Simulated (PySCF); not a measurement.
A geometry optimisation on `C1=CC2=C(C=CS2)S1`.

Computed with PBE0/cc-pVDZ geometry optimisation, gas phase (PySCF 2.14.0). Start geometry: GFN2-xTB. A driver script takes a list of jobs; this job's settings line and coordinates (Å) are shown.

Input:
```
{"job": {"xc": "PBE0", "basis": "cc-pVDZ", "grid": 1, "kind": "geom"}, "charge": 0, "multiplicity": 1}
C     -2.230605     0.071411     0.392432
C     -1.505713    -0.997953    -0.021896
C     -0.142799    -0.661607    -0.159574
S      1.288807    -1.506447    -0.630759
C      2.230964    -0.071194    -0.396587
C      1.505470     0.997780     0.017510
C      0.142530     0.661204     0.153981
S     -1.288318     1.506756     0.625655
H     -3.284507     0.117485     0.582785
H     -1.915448    -1.971263    -0.218405
H      3.285117    -0.117579    -0.585787
H      1.915701     1.970721     0.214618
```

Output:
```
step   0  E = -1026.88732163  max force = 0.012200
step   1  E = -1026.88870707  max force = 0.001610
step   2  E = -1026.88870428  max force = 0.001315
step   3  E = -1026.88871630  max force = 0.000370
optimisation converged
```

Energies in Eh; «max force» is the largest Cartesian gradient component in Eh/bohr.

Question: How much energy does the optimisation release, in kJ/mol?

Answer: E(step 0) − E(last step) = 0.001395 Eh, which is 3.7 kJ/mol.

Question: Give the first gradient maximum in eV/Å.

Answer: With 1 Eh/bohr = 51.422 eV/Å, 0.627 eV/Å.

In short: final energy -1026.88872 Eh after 3 steps; dipole 0.00 D.

Question: Give the final coordinates.

Answer: 0.023 Å rms from the input after alignment:
```
atom  x, y, z in Å
C1    -2.2438    0.0686    0.3848
C2    -1.5093   -1.0078   -0.0282
C3    -0.1347   -0.6636   -0.1587
S4     1.3076   -1.5065   -0.6231
C5     2.2594   -0.0719   -0.3869
C6     1.5252    1.0046    0.0260
C7     0.1503    0.6611    0.1566
S8    -1.2923    1.5034    0.6211
H9    -3.3152    0.1071    0.5708
H10   -1.9349   -1.9901   -0.2263
H11    3.3309   -0.1106   -0.5728
H12    1.9512    1.9867    0.2241
```

Question: Estimate the wall time. Hardware: Arm Neoverse V1, one thread, no GPU, shared host. And the peak memory of the process?

Answer: About 26 s, with 0.58 GiB resident at the peak, the Python interpreter and its libraries included.
Labels such as C1 count atoms from 1, the log's own numbers from 0.
